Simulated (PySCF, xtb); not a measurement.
GaHCl₂, SMILES [Cl][GaH][Cl].

xtb with GFN2-xTB at its own geometry gives an orbital gap of 4.82 eV and a dipole moment of 1.09 D.

The structure is a stationary point at ωB97X-D3(BJ)/def2-TZVP.

Task: What does ωB97X/def2-TZVPD (PySCF) give? (The exact figures need the calculation; the answer reports its results.)

Result: gap 11.72 eV (levels -11.62 and 0.10 eV), dipole 1.79 D.
